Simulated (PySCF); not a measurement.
**Magnetic susceptibility: SMILES [SiH3]c1c(C)cncp1, C₅H₈NPSi**

Geometry:
```
atom   x (Å)   y (Å)   z (Å)
  C1  -0.606   1.728   0.152
  C2   0.313   0.547   0.061
  C3   1.688   0.774   0.120
  N4   2.641  -0.136   0.064
  C5   2.366  -1.409  -0.062
  P6   0.794  -2.155  -0.182
  C7  -0.217  -0.731  -0.077
 Si8  -2.087  -1.046  -0.168
  H9  -1.274   1.759  -0.707
 H10  -0.042   2.657   0.190
 H11  -1.221   1.660   1.049
 H12   2.051   1.791   0.223
 H13   3.234  -2.062  -0.096
 H14  -2.733  -0.493   1.026
 H15  -2.624  -0.384  -1.362
 H16  -2.289  -2.491  -0.242
```

Level of theory: PySCF 2.14.0, GIAO B97-2/pcSseg-1 magnetisability, rotational g tensor and spin-rotation constants, non-relativistic, gas phase. Geometry: GFN2-xTB.

Q: How diamagnetic is it, and how anisotropic?

A: Isotropic -1362 × 10⁻³⁰ J/T², or -82.0 × 10⁻⁶ cm³/mol; principal values -2103, -1040, -943 × 10⁻³⁰ J/T², anisotropy 1114 × 10⁻³⁰ J/T² (root of half the summed squared differences of the principal values). The susceptibility is in cgs units.

Q: Split it along the inertial axes a, b, c into diamagnetic and paramagnetic parts about the centre of mass, with the quadrupole moment.

A: 
```tsv
axis	χ (10⁻⁶ cm³/mol)	diamagnetic (10⁻⁶ cm³/mol)	paramagnetic (10⁻⁶ cm³/mol)	summed x² of all electrons (Å²)	quadrupole Θ (D Å)
a	-62.5	-681.9	619.4	220.5	-3.18
b	-56.9	-1011.5	954.6	142.8	+4.47
c	-126.6	-1541.5	1414.8	17.9	-1.29
```
Anisotropies 2χaa − χbb − χcc = +58.5 and 2χbb − χaa − χcc = +75.4 × 10⁻⁶ cm³/mol. Θ is traceless in Buckingham's convention.

Q: And the rotational g tensor?

A: 
| axis | rotational constant (GHz) | g | nuclear part | electronic part |
| --- | --- | --- | --- | --- |
| a | 2.1553 | -0.0493 | 0.5779 | -0.6272 |
| b | 1.3394 | -0.0370 | 0.5637 | -0.6007 |
| c | 0.8382 | +0.0056 | 0.5628 | -0.5572 |

Asymmetric top; isotopes 12C, 1H, 14N, 31P, 28Si; no vibrational averaging.
